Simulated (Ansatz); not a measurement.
**Nudged elastic band run: ClFHNSi**

input.yaml

```yaml
crystal:
  periodic: [false, false, false]
  atoms:
    - { symbol: "N", position_ang: [-0.126828, 1.291923, -0.144045] }
    - { symbol: Si, position_ang: [-0.052537, -0.304661, 0.0033] }
    - { symbol: F, position_ang: [1.10304, -1.342864, 0.501356] }
    - { symbol: Cl, position_ang: [-1.651462, -1.452974, -0.487901] }
    - { symbol: H, position_ang: [0.727797, 1.808586, 0.12729] }
basis:
  gaussian: { orbitals: cc-pVDZ }
hamiltonian:
  xc: lda
neb:
  order_check: false
  images: 2
  f_tol: 0.05
  max_iterations: 60
  initial_path: idpp
  climbing: true
  final_atoms:
    - { symbol: "N", position_ang: [0.61009877, 1.19233379, 0.13063384] }
    - { symbol: Si, position_ang: [0.07521821, -0.32110854, 0.0515044] }
    - { symbol: F, position_ang: [1.05836514, -1.52902075, 0.49877545] }
    - { symbol: Cl, position_ang: [-1.6652165, -1.2456988, -0.50861635] }
    - { symbol: H, position_ang: [-0.07845562, 1.90350431, -0.17229735] }
```

Command:

```bash
$ ansatz run input.yaml --threads 1 --pin off --max-ram 2048MiB --backend cpu --events-out ev --progress --plain --runs-dir out
```

Output, in part (warnings, iteration lines, the closing report on the highest movable image, with atoms numbered from 0):

```
NEB end point (image 0): max|allowed force component| = 1.021e-2 eV/Å (the criterion of neb.relax_end_points is 1.000e-2)
NEB end point (image 3): max|allowed force component| = 5.913e-3 eV/Å (the criterion of neb.relax_end_points is 1.000e-2)
NEB iter   1: max|band force component| = 1.208e0 eV/Å  barrier→ = 0.2792 eV  barrier← = 0.2829 eV  Δτ_max = 0.0537 Å  (108 SCF iters)
NEB iter   2: max|band force component| = 5.118e-1 eV/Å  barrier→ = 0.2362 eV  barrier← = 0.2399 eV  Δτ_max = 0.0329 Å  (56 SCF iters)
NEB iter   3: max|band force component| = 4.652e-1 eV/Å  barrier→ = 0.2239 eV  barrier← = 0.2275 eV  CI = image 1  Δτ_max = 0.0745 Å  (54 SCF iters)
NEB iter   4: max|band force component| = 3.129e-1 eV/Å  barrier→ = 0.2833 eV  barrier← = 0.2869 eV  CI = image 1  Δτ_max = 0.0534 Å  (56 SCF iters)
NEB iter   5: max|band force component| = 2.835e-1 eV/Å  barrier→ = 0.3070 eV  barrier← = 0.3106 eV  CI = image 1  Δτ_max = 0.0487 Å  (56 SCF iters)
NEB iter   6: max|band force component| = 2.087e-1 eV/Å  barrier→ = 0.3184 eV  barrier← = 0.3220 eV  CI = image 1  Δτ_max = 0.0541 Å  (54 SCF iters)
NEB iter   7: max|band force component| = 9.262e-2 eV/Å  barrier→ = 0.3119 eV  barrier← = 0.3155 eV  CI = image 1  Δτ_max = 0.0130 Å  (55 SCF iters)
NEB iter   8: max|band force component| = 7.232e-2 eV/Å  barrier→ = 0.3130 eV  barrier← = 0.3166 eV  CI = image 1  Δτ_max = 0.0062 Å  (56 SCF iters)
NEB iter   9: max|band force component| = 6.375e-2 eV/Å  barrier→ = 0.3136 eV  barrier← = 0.3172 eV  CI = image 1  Δτ_max = 0.0044 Å  (51 SCF iters)
NEB iter  10: max|band force component| = 4.201e-2 eV/Å  barrier→ = 0.3138 eV  barrier← = 0.3175 eV  CI = image 1  Δτ_max = 0.0000 Å  (105 SCF iters)
Total energy: -24523.52115594 eV, -901.2227798413 hartree
Atom 0 at     0.285186     1.144496     0.017838 Å, force    -0.025144     0.028214    -0.011076 eV/Å
Atom 1 at    -0.019897    -0.367286     0.020142 Å, force     0.017951    -0.040625     0.009753 eV/Å
Atom 2 at     0.969182    -1.577599     0.470132 Å, force    -0.009877     0.015009    -0.004834 eV/Å
Atom 3 at    -1.728911    -1.331993    -0.524973 Å, force     0.002136     0.005805     0.000273 eV/Å
Atom 4 at     0.494449     2.132391     0.016860 Å, force     0.014933    -0.008404     0.005885 eV/Å
Dipole moment:    -0.058447     0.132207    -0.032221 e Å
```

The forces met the threshold. Another band between the same ends (9 images) ends at a top of the same energy, where a vibrational analysis finds 2 clearly imaginary modes. So few images can step over the top or miss a turn of the path.

Final band (atoms are numbered from 1 in the order of the input):

```tsv
image	path coordinate (Å)	energy (kcal/mol)	angle H5–N1–Si2 (°)
0	0.00	0.0	116
1	0.68	7.2	179
2	1.06	2.7	140
3	1.44	-0.1	114
```

Run time: 13 s on 1 thread of Intel(R) Xeon(R) 6975P-C (Granite Rapids), with other jobs on the host, peak memory 0.14 GiB.
